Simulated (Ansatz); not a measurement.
Cartesian coordinates in Å:
```
C -0.098 -0.494 -1.273
B -0.388 0.471 -0.093
C 0.445 0.412 1.233
F 1.619 -0.259 1.224
Cl -0.858 -0.636 1.967
H -1.006 -0.834 -1.774
H 0.454 0.094 -2.022
H 0.526 -1.350 -1.014
H -1.230 1.319 -0.138
H 0.536 1.276 1.889
```

Total charge 0; spin multiplicity 1.

(1) List the ωB97M-V/def2-TZVPP orbital energies in eV (the Gaussian-basis code of Ansatz). (Best estimate.)

## Answers

(1) The calculation gave: Occupied: -2772.52, -678.09, -284.88, -280.85, -262.88, -200.40, -200.21, -200.19, -188.14, -37.21, -27.04, -22.62, -21.68, -17.85, -17.57, -16.44, -15.06, -13.96, -13.77, -13.16, -12.31, -11.99, -11.56, -10.92. Lowest empty: 0.91, 2.32, 2.61, 3.10, 3.66, 4.05, 4.72, 4.97.
